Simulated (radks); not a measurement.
Results of a calculation; reference values are marked as such.
The table gives one normalised radial function P(r) = r R(r) (large component) of Tl3+ in [Xe] 4f13 5d10 6s1 (r in bohr). Code: a radial shooting solver on a logarithmic mesh with Libxc functionals. Model: Dirac Kohn-Sham, PBE, spin-unpolarised, spherical densities, finite nucleus; open shells are shared between the two j in proportion to 2j + 1; Fermi nuclear charge, rms radius 5.4759 fm.

r,P
0.0006214,0.0071
0.0008355,0.0095
0.001123,0.0127
0.00151,0.0173
0.002014,0.0236
0.002708,0.0329
0.003641,0.0463
0.004895,0.0656
0.006581,0.0930
0.008849,0.1309
0.0119,0.1805
0.01587,0.2379
0.02133,0.2965
0.02868,0.3317
0.03856,0.3048
0.05184,0.1723
0.0697,-0.0757
0.09371,-0.3555
0.125,-0.4657
0.168,-0.2149
0.2259,0.3296
0.3038,0.6812
0.4084,0.3486
0.5491,-0.5106
0.7382,-1.1633
0.9846,-1.1422
1.324,-0.6730
1.78,-0.2452
2.393,-0.0521
3.217,-0.0057
4.325,-0.0003
5.815,0.0000

Which n and l does it have? It may be an empty orbital.

Answer. n = 5, l = 1: the number of nodes gives n - l - 1 = 3, the rise at small r points to l (for j = l - 1/2 the large component starts outside the nucleus as r^gamma with gamma = sqrt(l^2 - (Z/c)^2) = 0.81 and the r^(l+1) term takes over further out; the orbital of l - 1 with the same j starts with the same power, but with a larger coefficient, and does not steepen), and the extent must fit the shell. The curve is that of 5p1/2; the two j differ most near the nucleus, where j = l - 1/2 has the larger amplitude, and in heavy atoms j = l - 1/2 is also the more compact. 5p1/2: eigenvalue -128.44 eV, 3 radial nodes at r = 0.0644, 0.190, 0.465 bohr, <r> = 0.925 bohr, 90 % of the charge inside 1.33 bohr.
